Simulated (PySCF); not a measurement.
# Distorted geometries of Ce(SH)4

Ce(SH)4 (singlet). PySCF 2.14.0, RKS PBE, Ce lcecp-2-SVP with ECP46, S def2-SVP, H def2-SVP; non-relativistic Hamiltonian with scalar-relativistic core potentials where named; density fitting; no spin-orbit coupling. Relaxed geometry:

```xyz
9

Ce    0.0000    0.0000    0.0000
S     1.6394    1.3395    1.5207
H     2.7366    1.0129    0.7731
S    -1.6394   -1.3395    1.5207
H    -2.7366   -1.0129    0.7731
S     1.3395   -1.6394   -1.5208
H     1.0131   -2.7367   -0.7730
S    -1.3395    1.6394   -1.5208
H    -1.0131    2.7367   -0.7730
```

Task: Order these distorted geometries by energy above the relaxed one, lowest first.
A.
```xyz
9

Ce    0.0021   -0.0382   -0.0281
S     1.6060    1.3455    1.5566
H     2.6964    1.0356    0.7918
S    -1.6503   -1.3703    1.5197
H    -2.7245   -1.0172    0.7657
S     1.3324   -1.6298   -1.5224
H     1.0313   -2.7375   -0.8059
S    -1.3166    1.6577   -1.5050
H    -0.9767    2.7543   -0.7724
```
B.
```xyz
9

Ce   -0.1181   -0.0419    0.0935
S     1.6459    1.4098    1.5822
H     2.9171    1.0145    0.7299
S    -1.5474   -1.4326    1.4613
H    -2.6613   -1.1063    0.8964
S     1.0826   -1.5272   -1.6139
H     1.0435   -2.8288   -0.9404
S    -1.4016    1.7185   -1.4498
H    -0.9606    2.7942   -0.7593
```
C.
```xyz
9

Ce   -0.0103    0.0597   -0.0536
S     1.6730    1.3415    1.3982
H     2.7719    1.0645    0.8004
S    -1.6373   -1.4055    1.4780
H    -2.7684   -1.0336    0.8088
S     1.3567   -1.6747   -1.4688
H     0.9437   -2.7216   -0.6378
S    -1.3137    1.7191   -1.4825
H    -1.0155    2.6506   -0.8428
```

Result: A (0.03 eV), C (0.87 eV), B (0.94 eV).

Task: Which forces (eV/Å) act in the one that lies 0.94 eV up?

Result: 
```
Ce   1.90  2.75 -1.24
S    1.90 -1.29 -1.97
H   -2.52  0.75  1.58
S    0.31 -2.08  2.57
H   -1.97  0.55 -0.99
S    0.26 -1.97  0.53
H   -0.02  1.72 -0.82
S    0.01 -0.69  0.14
H    0.14  0.26  0.20
```
Forces carry noise of the integration grid, about 0.01 to 0.03 eV/Å.

No frequency check is given that shows the relaxed geometry to be a minimum.
